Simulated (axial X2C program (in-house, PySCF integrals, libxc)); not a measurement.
# CuGa: properties at the nuclei

Calculated with an in-house all-electron X2C program for linear molecules (integrals from PySCF): two-component X2C with atomic mean-field Coulomb and Gaunt terms, Gaussian nuclei, basis Ga dyall-cv3z, Cu dyall-cv3z with contracted cores.

R = 2.377 Å (near the PBE0 minimum at charge 0 of the determinant lowest at the starting distance; the state shown can have its own minimum elsewhere).

Input and command:
```json
{"zs": [31, 29], "q": 0, "bas": ["dyall-cv3z", "dyall-cv3z"], "r0": 2.36, "levels": ["PBE0", "HF", "B3LYP", "BP86", "TPSSh"], "nst": 3}
```
```bash
python soeom.py task.json out
```

Keys: zs atomic numbers; q charge; bas basis sets; r0 starting distance in Å; levels methods; nst determinants followed.

Determinant lowest in the PBE0 search, Ω = 0 (closed shell), highest spinor 49% Ga p, 40% Cu s, 5% Ga s:

```tsv
level	qzz Ga (a.u.)	qzz Cu (a.u.)	μ (D)
PBE0	-3.16	0.40	-0.61
B3LYP	-3.06	0.48	-1.02
BP86	-2.81	0.65	-1.18
TPSSh	-3.04	0.50	-0.61
```

Determinant 1.29 eV from it at PBE0 and this distance, Ω = 2 (⟨Sz⟩ = 1.00, ⟨Lz⟩ = 1.00 at PBE0), spin on the atoms Ga 0.62, Cu 0.38:

```csv
level,Eeff magnitude (GV/cm),Ws magnitude Ga (kHz),A∥/gI Ga (MHz),qzz Ga (a.u.),A∥/gI Cu (MHz),qzz Cu (a.u.),μ (D)
PBE0,1.83,0.364,263,-0.14,807,0.37,1.12
HF,2.81,0.531,157,-0.56,589,0.03,2.43
B3LYP,1.61,0.33,294,-0.01,861,0.41,0.83
BP86,1.38,0.298,290,-0.02,897,0.54,0.70
TPSSh,1.74,0.359,290,-0.10,846,0.45,1.04
```

Eeff is the effective electric field on the electron electric dipole moment in this Ω state and Ws the scalar–pseudoscalar constant of the nucleus named (defined with the proton number Z and per Ω); A∥ (defined per Ω) follows by multiplying with gI = μI/(I μN); qzz is the electric field gradient, eQq0 = 234.96 MHz × Q/barn × qzz; μ is positive if the Cu end (last atom) is positive. The operators were transformed with the bare-nucleus X2C matrices; with these basis sets, hyperfine constants and field gradients can be off by tens of per cent, and where levels differ in sign neither size nor sign is settled.

**Question.** With Q(69Ga) = 0.171 barn, Q(63Cu) = -0.22 barn (Q from Pyykkö, Mol. Phys. 2018), turn the PBE0 values of the first state into constants in MHz.

**Answer.** eQq0(69Ga) = 234.96 × (0.171) × (-3.16) = -127 MHz; eQq0(63Cu) = 234.96 × (-0.22) × (0.40) = -20.7 MHz.

Each state is one determinant with collinear spin, which with several unpaired electrons need not be a pure state. Unrestricted Hartree–Fock can overshoot spin polarisation at the nuclei. With several open shells hyperfine constants can be off by a factor of several. Where Eeff spreads by more than a factor of two the levels disagree and none is to be relied on. Open-shell Ω = 0 determinants with evenly filled partner blocks cannot be reached by this program, so the Ω shown need not be the lowest component. Left out as unconverged or as another state under the same occupation: HF in at least one table. The search compared states at one distance, so a state with another bond length can lie lower. Further determinants of the search, some of them spin-mixed, are not shown. PBE0 term energies can be off by some tenths of an eV.
